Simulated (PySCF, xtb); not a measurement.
C₂H₉ClOSi₂, SMILES C[SiH2]O[Si@@H](C)Cl.

GFN2-xTB (xtb) at its own geometry gives an orbital gap of 5.82 eV and a dipole moment of 2.37 D.

Coordinates come from a ωB97X-D3(BJ)/def2-SVP optimisation. The structure was generated by enumeration; whether it is a known compound was not checked. One conformer was computed; it need not be the lowest.

Task: What does PBE/def2-TZVP (PySCF) give? (An estimate is asked for; the answer gives what the named calculation found.)

Result: gap 6.65 eV (levels -7.02 and -0.38 eV), dipole 0.90 D.
